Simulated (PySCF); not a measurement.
Isomers of C4H13O2PSi2, mass 180.019 u with the commonest isotopes. The calculation used PBE0/pcSseg-1 in PySCF (dipole) on a GFN2-xTB geometry, gas phase. One conformer each, none proved a minimum here; rigid rotors.

Question: Order these by rotational constant B, largest first.
A. `[CH3:1][C:2](=[O:3])[O:4][Si@@H:5]([PH2:6])[SiH:7]([CH3:8])[CH3:9]` with C1–C2–O4–Si5 -177°, C2–O4–Si5–P6 180°, O4–Si5–P6–H 91° and -176°, O4–Si5–Si7–C8 -21°
B. `[CH3:1][O:2][C@@H:3]1[CH2:4][Si@@:5]([CH3:6])([PH2:7])[O:8][SiH2:9]1` with C1–O2–C3–C4 -158°, C4–Si5–P7–H -174° and -82°, O2–C3–C4–Si5 -80°, C3–C4–Si5–C6 83°, C4–Si5–O8–Si9 15°, Si5–O8–Si9–C3 4°
C. `[CH3:1][Si@@:2]1([PH2:3])[CH2:4][C@H:5]([CH2:6][OH:7])[SiH2:8][O:9]1` with C1–Si2–P3–H -58° and -150°, C4–C5–C6–O7 178°, C5–C6–O7–H 61°, C1–Si2–C4–C5 93°, Si2–C4–C5–C6 157°, C4–C5–Si8–O9 -27°, C5–Si8–O9–Si2 12°

Answer: A (834.6 MHz), B (627.9 MHz), C (535.2 MHz).

Question: Order these by rotational constant A, largest first.
A. `[CH3:1][C:2](=[O:3])[O:4][Si@@H:5]([PH2:6])[SiH:7]([CH3:8])[CH3:9]` with C1–C2–O4–Si5 -177°, C2–O4–Si5–P6 180°, O4–Si5–P6–H 91° and -176°, O4–Si5–Si7–C8 -21°
B. `[CH3:1][O:2][C@@H:3]1[CH2:4][Si@@:5]([CH3:6])([PH2:7])[O:8][SiH2:9]1` with C1–O2–C3–C4 -158°, C4–Si5–P7–H -174° and -82°, O2–C3–C4–Si5 -80°, C3–C4–Si5–C6 83°, C4–Si5–O8–Si9 15°, Si5–O8–Si9–C3 4°
C. `[CH3:1][Si@@:2]1([PH2:3])[CH2:4][C@H:5]([CH2:6][OH:7])[SiH2:8][O:9]1` with C1–Si2–P3–H -58° and -150°, C4–C5–C6–O7 178°, C5–C6–O7–H 61°, C1–Si2–C4–C5 93°, Si2–C4–C5–C6 157°, C4–C5–Si8–O9 -27°, C5–Si8–O9–Si2 12°

Answer: B (1799 MHz), C (1751 MHz), A (916.3 MHz).

Question: Order these by radius of gyration √(Σ m r²/M), smallest first.
A. `[CH3:1][Si@@:2]1([PH2:3])[CH2:4][C@H:5]([CH2:6][OH:7])[SiH2:8][O:9]1` with C1–Si2–P3–H -58° and -150°, C4–C5–C6–O7 178°, C5–C6–O7–H 61°, C1–Si2–C4–C5 93°, Si2–C4–C5–C6 157°, C4–C5–Si8–O9 -27°, C5–Si8–O9–Si2 12°
B. `[CH3:1][O:2][C@@H:3]1[CH2:4][Si@@:5]([CH3:6])([PH2:7])[O:8][SiH2:9]1` with C1–O2–C3–C4 -158°, C4–Si5–P7–H -174° and -82°, O2–C3–C4–Si5 -80°, C3–C4–Si5–C6 83°, C4–Si5–O8–Si9 15°, Si5–O8–Si9–C3 4°
C. `[CH3:1][C:2](=[O:3])[O:4][Si@@H:5]([PH2:6])[SiH:7]([CH3:8])[CH3:9]` with C1–C2–O4–Si5 -177°, C2–O4–Si5–P6 180°, O4–Si5–P6–H 91° and -176°, O4–Si5–Si7–C8 -21°

Answer: B (2.340 Å), C (2.421 Å), A (2.471 Å).

| SMILES | point group | Ia (u·Å²) | Ib (u·Å²) | Ic (u·Å²) | κ | μa (D) | μb (D) | μc (D) |
| --- | --- | --- | --- | --- | --- | --- | --- | --- |
| CO[C@@H]1C[Si@@](C)(P)O[SiH2]1 | C1 | 280.86 | 804.81 | 885.58 | -0.91 | 2.00 | 0.95 | 0.68 |
| C[Si@@]1(P)C[C@H](CO)[SiH2]O1 | C1 | 288.58 | 944.22 | 965.58 | -0.98 | 0.27 | 0.40 | 0.18 |
| CC(=O)O[Si@@H](P)[SiH](C)C | C1 | 551.54 | 605.55 | 953.51 | 0.58 | 0.27 | 0.22 | 1.01 |
